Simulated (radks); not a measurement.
Q: Species: Ba16+. Configuration: [Kr] 4d2 5s2 (not the ground configuration). All-electron calculation, Dirac Kohn-Sham, BLYP, spin-unpolarised, spherical densities, finite nucleus; open shells fill j = l - 1/2 first; Fermi nuclear charge, rms radius 4.8378 fm. Program: a radial shooting solver on a logarithmic mesh with Libxc functionals.

Spin-orbit splittings of the eigenvalues, e(l+1/2) - e(l-1/2), with zeta = 2 splitting/(2l+1) and mean radii in bohr:

shell  occ.  splitting (eV)  zeta (eV)  <r> j=l-1/2  <r> j=l+1/2
2p        6           382.1      254.7      0.09188      0.09786
3p        6           74.82      49.88       0.2799       0.2915
3d       10           16.08      6.433       0.2618       0.2654
4p        6           18.55      12.37       0.6474       0.6679
4d        2           3.627      1.451       0.6890       0.6951
4f        0          0.6381     0.1823       0.7134       0.7156
5p        0               ?          ?        1.239        1.268

Estimate the 5p splitting.

A: 6.327 eV (zeta = 4.218 eV).
